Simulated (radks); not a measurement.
Results of a calculation; reference values are marked as such.
Problem. The mean radii <r> (bohr) of the occupied orbitals of an atom or ion are listed with their occupations. Level of theory: Dirac Kohn-Sham, BLYP, spin-unpolarised, spherical densities, finite nucleus; Fermi nuclear charge, rms radius of each element as measured or else 0.836 A^(1/3) + 0.57 fm (a radial shooting solver on a logarithmic mesh with Libxc functionals).

| orbital | occ. | <r> |
|---|---|---|
| 1s1/2 | 2 | 0.01774 |
| 2s1/2 | 2 | 0.07427 |
| 2p1/2 | 2 | 0.06131 |
| 2p3/2 | 4 | 0.06950 |
| 3s1/2 | 2 | 0.1923 |
| 3p1/2 | 2 | 0.1824 |
| 3p3/2 | 4 | 0.1970 |
| 3d3/2 | 4 | 0.1719 |
| 3d5/2 | 6 | 0.1764 |
| 4s1/2 | 2 | 0.4009 |
| 4p1/2 | 2 | 0.3991 |
| 4p3/2 | 4 | 0.4229 |
| 4d3/2 | 4 | 0.4152 |
| 4d5/2 | 3 | 0.4220 |

Name the element and its charge. Open shells, if any, fill j = l - 1/2 first.

Solution. Z = 76, osmium, charge +33: Os33+ in [Kr] 4d7. The 1s radius gives Z: for a bare nucleus <r> = (2 gamma + 1)/(2Z) with gamma = sqrt(1 - (Z/c)^2), 0.01753 bohr for Z = 76, and screening makes it slightly larger (0.01774 here). The occupations add up to 43, and the charge is Z minus that.
